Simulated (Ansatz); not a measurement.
C₈H₇N, SMILES `c1ccc2[nH]ccc2c1` at its PBE0-D4/def2-TZVP geometry, where that method's forces vanish. Total charge 0; spin multiplicity 1.

| atom | x (Å) | y (Å) | z (Å) |
| --- | --- | --- | --- |
| C1 | 0.117 | -2.107 | 0.601 |
| C2 | 0.494 | -1.303 | 1.686 |
| C3 | 0.512 | 0.073 | 1.585 |
| C4 | 0.141 | 0.631 | 0.367 |
| N5 | 0.063 | 1.941 | -0.023 |
| C6 | -0.354 | 2.003 | -1.328 |
| C7 | -0.553 | 0.742 | -1.805 |
| C8 | -0.244 | -0.159 | -0.741 |
| C9 | -0.251 | -1.550 | -0.605 |
| H10 | 0.115 | -3.185 | 0.718 |
| H11 | 0.778 | -1.772 | 2.622 |
| H12 | 0.804 | 0.693 | 2.426 |
| H13 | 0.277 | 2.732 | 0.554 |
| H14 | -0.477 | 2.955 | -1.819 |
| H15 | -0.881 | 0.487 | -2.800 |
| H16 | -0.541 | -2.181 | -1.438 |

(1) For each bond, give half the difference of the two atoms' forces along it (eV/Å; positive pushes the atoms apart) under PBE-D4, r2SCAN-D4, B3LYP-D4, ωB97M-V in def2-TZVPP. (An estimate is asked.)

## Answers

(1) Ansatz gave: 
| bond | length (Å) | PBE-D4 | r2SCAN-D4 | B3LYP-D4 | ωB97M-V |
| --- | --- | --- | --- | --- | --- |
| C1–C2 | 1.402 | 0.04 | 0.03 | 0.11 | 0.15 |
| C1–C9 | 1.379 | 0.17 | 0.14 | 0.12 | -0.03 |
| C1–H10 | 1.084 | 0.01 | -0.09 | -0.15 | -0.10 |
| C2–C3 | 1.380 | 0.20 | 0.17 | 0.12 | -0.08 |
| C2–H11 | 1.084 | 0.00 | -0.10 | -0.15 | -0.08 |
| C3–C4 | 1.391 | -0.10 | -0.11 | -0.05 | 0.13 |
| C3–H12 | 1.084 | 0.00 | -0.09 | -0.13 | -0.09 |
| C4–N5 | 1.369 | 0.09 | 0.14 | 0.17 | 0.21 |
| C4–C8 | 1.414 | 0.26 | 0.16 | 0.08 | -0.27 |
| N5–H13 | 1.003 | 0.09 | -0.10 | -0.16 | -0.19 |
| C6–C7 | 1.363 | 0.37 | 0.22 | 0.13 | -0.13 |
| C7–H15 | 1.078 | -0.03 | -0.11 | -0.15 | -0.13 |
| C8–C9 | 1.398 | 0.00 | 0.00 | 0.00 | 0.05 |
| C9–H16 | 1.084 | 0.00 | -0.09 | -0.14 | -0.08 |

B3LYP here is the variant with VWN-RPA as its local correlation; programs differ in this.
